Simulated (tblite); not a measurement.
bromotrifluoromethane (CBrF₃), singlet, geometry from GFN2-xTB; tblite with GFN1-xTB.

Input for tblite:
```
$ tblite run mol.xyz --method gfn1 --charge 0 --spin 0 --spin-polarized --json tblite.json --no-restart

# file mol.xyz
5

F     -1.25521109    -0.59016274    -1.10733380
C     -0.81788382     0.01960982    -0.02293889
F     -1.31527921    -0.58708967     1.03701563
F     -1.24067541     1.26863000    -0.03657222
Br     1.12022270    -0.02685878     0.03141848
```

It wrote (shortened):

```
xTB calculator
 | screened Coulomb repulsion
 | Coulomb electrostatics
 |  * isotropic Klopman-Ohno-Mataga-Nishimoto electrostatics
 |  * onsite third-order electrostatics
 | DFT-D3(BJ) dispersion correction
 | Interactions (1)
 | [1] spin polarization

halogen bonding energy    0.0000000000000E+00 Eh
repulsion energy          4.0310060340173E-02 Eh
dispersion energy        -1.1061784071357E-03 Eh
interaction energy        0.0000000000000E+00 Eh
number of electrons       3.2000000000000E+01 e
integral cutoff           1.9756696134657E+01 bohr

------------------------------------------------------------
  cycle        total energy    energy error   density error
------------------------------------------------------------
      1     -21.03368893213  -2.1072893E+01   4.0542016E-01
      2     -21.39136823561  -3.5767930E-01   1.9732832E-01
      3     -21.42380755258  -3.2439317E-02   1.0441668E-01
      4     -21.42443833586  -6.3078328E-04   4.6892026E-02
      5     -21.42874436076  -4.3060249E-03   1.2538906E-02
      6     -21.42927341318  -5.2905242E-04   3.1311431E-04
      7     -21.42927358734  -1.7415615E-07   2.4538488E-04
      8     -21.42927377376  -1.8642514E-07   6.0203218E-06
------------------------------------------------------------

electronic energy        -2.1468477655696E+01 Eh
total energy             -2.1429273773763E+01 Eh

Post processing:
 | Mayer-Wiberg bond orders

[Info] JSON dump of results written to 'tblite.json'
```
